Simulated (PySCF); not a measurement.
## Heteronuclear NMR

Numbering as in the mapped SMILES `[SiH3:1][CH2:2][c:3]1[cH:4][cH:5][cH:6][c:7]([O:8][SiH3:9])[cH:10]1`; H(Xn) means a hydrogen on atom n.

PySCF 2.14.0 with density-fitted response routines calculation with structure optimised with GFN2-xTB and shielding tensors at PBE0/pcSseg-1 (GIAO); no relativistic terms, equivalent nuclei averaged, gas phase, one computed conformer.

(1) What are the $^{29}$Si shifts?

(2) Predict the $^{17}$O NMR data.

Results:

(1) 
| atoms | environment | σ (ppm) | δ (ppm) |
| --- | --- | --- | --- |
| Si9 | silicon bonded to O, 3 H | 393.9 | -43.8 |
| Si1 | silicon bonded to C, 3 H | 411.6 | -58.4 |

Shieldings were converted by a linear fit to measured shifts: $^{29}$Si (scatter 8.9 ppm rms, 25.8 ppm with the 6 outliers that the fit left out vs TMS, solution or neat liquid). Occasional misses reach two or three times the rms, and more in compound classes unlike the fitted ones.

On a 300 MHz spectrometer $^{29}$Si resonates near 59.6 MHz, so 1 ppm is 59.6 Hz.

(2) 
```csv
atoms,environment,σ (ppm),δ (ppm)
O8,"oxygen bonded to C, Si",244.0,44.4
```

Shieldings were converted by a linear fit to measured shifts: $^{17}$O (scatter 10.7 ppm rms, 12.2 ppm with the 3 outliers that the fit left out vs liquid water, solution or neat liquid). A few per cent of atoms miss by over 2 rms, more outside the fitted compound classes.

On a 400 MHz spectrometer $^{17}$O resonates near 54.2 MHz, so 1 ppm is 54.2 Hz.
